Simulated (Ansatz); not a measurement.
The inner images of a band of FH2NSeSi (6 atoms, charge 0, multiplicity 1) are given out of order.

Method: RKS LDA/def2-SVP in Ansatz 0.2.0.

First end point:

```xyz
6
Properties=species:S:1:pos:R:3
N 1.504 0.277 -0.525
Si 0.305 -0.439 0.236
F 0.623 -1.767 1.085
Se -1.898 -0.211 0.566
H 1.387 1.127 -1.088
H -1.921 1.011 -0.275
```

Last end point:

```xyz
6
Properties=species:S:1:pos:R:3
N 0.903 0.748 -0.718
Si 0.260 -0.376 0.202
F 0.871 -1.667 0.961
Se -1.905 -0.371 0.678
H 1.894 0.807 -0.978
H -2.024 0.858 -0.146
```

**Question.** Put them in order from the first end to the last, with their energies above the first end.
A.
```xyz
6
Properties=species:S:1:pos:R:3
N 1.199 0.493 -0.606
Si 0.276 -0.418 0.230
F 0.722 -1.738 1.042
Se -1.906 -0.346 0.662
H 1.746 1.128 -1.168
H -2.037 0.882 -0.160
```
B.
```xyz
6
Properties=species:S:1:pos:R:3
N 1.468 0.308 -0.539
Si 0.289 -0.412 0.224
F 0.631 -1.741 1.064
Se -1.911 -0.260 0.603
H 1.535 1.139 -1.128
H -2.012 0.966 -0.225
```
C.
```xyz
6
Properties=species:S:1:pos:R:3
N 0.924 0.713 -0.697
Si 0.294 -0.402 0.214
F 0.867 -1.703 0.986
Se -1.871 -0.414 0.701
H 1.822 0.992 -1.091
H -2.037 0.815 -0.114
```
D.
```xyz
6
Properties=species:S:1:pos:R:3
N 1.347 0.387 -0.566
Si 0.272 -0.411 0.227
F 0.668 -1.736 1.053
Se -1.918 -0.305 0.636
H 1.662 1.144 -1.160
H -2.031 0.922 -0.189
```
E.
```xyz
6
Properties=species:S:1:pos:R:3
N 1.048 0.609 -0.653
Si 0.291 -0.419 0.227
F 0.787 -1.733 1.024
Se -1.884 -0.382 0.682
H 1.798 1.078 -1.145
H -2.039 0.847 -0.136
```

**Answer.** B (+0.015 eV), D (+0.072 eV), A (+0.106 eV), E (+0.064 eV), C (-0.009 eV).

Run time: 30 s on 1 thread of Intel(R) Xeon(R) 6975P-C (Granite Rapids) (shared host), peak memory 0.13 GiB.
